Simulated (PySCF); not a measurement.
Pb(OH)(SH) (H2OPbS), SMILES [OH][Pb][SH] (connectivity only; charge and spin as stated), neutral, multiplicity 1.

Geometry: PBE-D3(BJ)/def2-TZVP. The def2 effective core potentials stand for the cores of Pb; spin–orbit coupling is left out. One conformer was computed; it need not be the lowest.

Level of theory: B3LYP/def2-TZVPD (PySCF).

Symmetry labels are those of the subgroup Cs that the program uses (full group Cs).

**Question.** List the valence orbital energies around the gap with their symmetry. (The exact figures need the calculation; the answer reports its results.)

**Answer.** 
| orbital | symmetry | energy (eV) |
|---|---|---|
| HOMO−7 | A' | -19.14 |
| HOMO−6 | A' | -14.08 |
| HOMO−5 | A' | -11.57 |
| HOMO−4 | A' | -10.54 |
| HOMO−3 | A' | -8.29 |
| HOMO−2 | A" | -8.24 |
| HOMO−1 | A' | -7.31 |
| HOMO | A" | -7.05 |
| LUMO | A" | -2.70 |
| LUMO+1 | A' | -1.05 |
| LUMO+2 | A' | -0.76 |
| LUMO+3 | A' | -0.39 |
